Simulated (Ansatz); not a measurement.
`C[Si](F)(P)Cl` + `[AlH2][O][SiH3]` → `C[Si](F)(Cl)[O][AlH2]` + `[SiH3]P`  (redistribution)

Gas-phase electronic energies from Ansatz, PBE0-D4/def2-TZVP geometries. CCSD(T)/CBS adds triple-zeta CCSD(T) − MP2 to the extrapolated MP2 energy (def2 sets, frozen cores). This one scheme is used for every species. Functionals use def2-TZVPP. One conformer a species, not always the lowest.

`C[Si](F)(P)Cl`:

```xyz
10

C     0.384    0.421    1.427
Si    0.029    0.408   -0.386
F    -1.338    1.196   -0.637
P    -0.036   -1.653   -1.257
Cl    1.488    1.443   -1.391
H     0.433    1.449    1.793
H    -0.402   -0.105    1.974
H     1.339   -0.067    1.632
H    -1.309   -1.916   -0.679
H    -0.588   -1.177   -2.476
```

`[AlH2][O][SiH3]`:

Cartesian coordinates in Å:
```
Al -1.654 0.767 0.414
O -0.161 0.081 0.057
Si 1.270 -0.587 -0.316
H -1.673 2.215 1.044
H -2.951 -0.078 0.101
H 1.779 -1.372 0.840
H 2.262 0.469 -0.653
H 1.128 -1.495 -1.486
```

`C[Si](F)(Cl)[O][AlH2]`:

Z-matrix (Å, degrees):
```
C
Si 1 1.838
H 1 1.092 2 110.4
H 1 1.091 2 110.7 3 120.2
H 1 1.093 2 110.1 3 -119.7
F 2 1.592 1 109.3 3 -178.3
Cl 2 2.052 1 110.3 3 -62.0
O 2 1.603 1 112.8 3 60.6
Al 8 1.696 2 157.7 1 -167.9
H 9 1.577 8 118.8 2 -4.9
H 9 1.577 8 116.1 2 175.3
```

`[SiH3]P`:

Cartesian coordinates in Å:
```
Si 0.562 0.331 0.496
P -0.479 -1.107 -0.895
H 1.858 0.711 -0.123
H 0.827 -0.378 1.775
H -0.218 1.564 0.781
H -0.832 -0.096 -1.828
H -1.718 -1.025 -0.205
```

| level | ΔE (kJ/mol) |
| --- | --- |
| ωB97M-V | -36.0 |
| PBE | -35.0 |
| PBE0 | -37.2 |
| CCSD/def2-TZVPP | -38.7 |

Question: What does CCSD(T)/CBS give? (Best estimate.)

Answer: Computed: -36.5 kJ/mol. The listed levels differ from it by 0.5, 1.5, -0.7, -2.2 kJ/mol.

Largest T1 diagnostic among the species: 0.013.

CCSD(T)/CBS has its own doubt, a few kJ/mol and more with outer-core shells, so smaller differences from it don't rank the levels.
